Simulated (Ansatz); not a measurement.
Consider the redistribution: `[SH][GaH][Cl]` + `C[Si@H](O)N[Si@@H](O)F` → `[CH3][GaH][SH]` + `O[Si@H](F)N[Si@H](O)Cl`.

Gas-phase electronic energies from Ansatz, PBE0-D4/def2-TZVP geometries. CCSD(T)/CBS is the MP2 limit (def2-TZVPP, def2-QZVPP) plus CCSD(T) − MP2 in def2-TZVPP, frozen cores. DFT in def2-TZVPP. For Ga outer-core shells are correlated without core-valence functions, which leaves a few kJ/mol of doubt a bond. Scalar relativity is left out up to krypton. Each species was taken in one conformer, which may not be the lowest.

`[SH][GaH][Cl]`:

Z-matrix (Å, degrees):
```
Ga
S 1 2.185
Cl 1 2.139 2 113.8
H 1 1.551 2 126.1 3 -180.0
H 2 1.344 1 93.3 3 180.0
```

`C[Si@H](O)N[Si@@H](O)F`:

```xyz
15

C     1.614   -1.941    0.320
Si    0.584   -0.430    0.606
O    -0.570   -0.823    1.710
N    -0.117    0.081   -0.905
Si   -1.098    1.443   -1.108
O    -1.669    1.779    0.395
F    -0.320    2.748   -1.604
H     2.042   -2.292    1.261
H     1.009   -2.752   -0.094
H     2.436   -1.733   -0.370
H     1.387    0.710    1.122
H    -1.232   -0.140    1.846
H    -0.065   -0.571   -1.674
H    -2.157    1.222   -2.112
H    -1.845    2.698    0.606
```

`[CH3][GaH][SH]`:

Cartesian coordinates in Å:
```
C -0.148 1.127 0.254
Ga -0.476 -0.630 -0.552
S 0.879 -2.315 -0.104
H -0.058 1.885 -0.528
H 0.759 1.136 0.859
H -0.994 1.408 0.886
H -1.644 -1.003 -1.522
H 1.683 -1.609 0.708
```

`O[Si@H](F)N[Si@H](O)Cl`:

Cartesian coordinates in Å:
```
O 0.974 0.730 1.422
Si 0.309 1.443 0.099
F -0.912 2.326 0.624
N -0.155 0.189 -0.947
Si -0.636 -1.431 -0.598
O -0.441 -1.711 0.987
Cl 0.511 -2.670 -1.773
H 0.989 1.239 2.235
H 1.217 2.381 -0.586
H -0.051 0.402 -1.930
H -2.031 -1.730 -0.958
H 0.227 -1.168 1.425
```

```csv
level,ΔE (kJ/mol)
ωB97X-V,24.3
B2PLYP,22.9
CCSD/def2-TZVPP,23.7
CCSD/CBS(def2),20.4
```

(1) What does CCSD(T)/CBS give? (Estimate.)

Largest T1 diagnostic among the species: 0.012.

Answers

(1) Computed: +18.9 kJ/mol. The listed levels differ from it by 5.4, 4.0, 4.8, 1.5 kJ/mol.

In def2-TZVPP, CCSD(T) changes the Hartree–Fock value by −13.0 kJ/mol (the triples alone add −1.5 kJ/mol) and MP2 by −15.9 kJ/mol.
